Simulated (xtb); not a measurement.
F₂Si (SMILES F[Si]F), singlet, at a GFN2-xTB geometry.

Input for xtb:
```
$ xtb mol.xyz --gfn 1 --json

# file mol.xyz
3

Si    -0.03685565    -0.01764442     0.62704345
F      1.00111955    -0.63280559    -0.44873539
F     -0.94378855     0.66025247    -0.52666553
```

**Question.** What does this run give for the total energy, dipole moment, partial charges in atom order, HOMO-LUMO gap?

**Answer.** 
```yaml
total_energy: -12.2483 Eh
dipole_moment: 2.39 D
partial_charges_in_atom_order: Si1 0.52, F2 -0.26, F3 -0.26
HOMO-LUMO gap: 4.52 eV
```
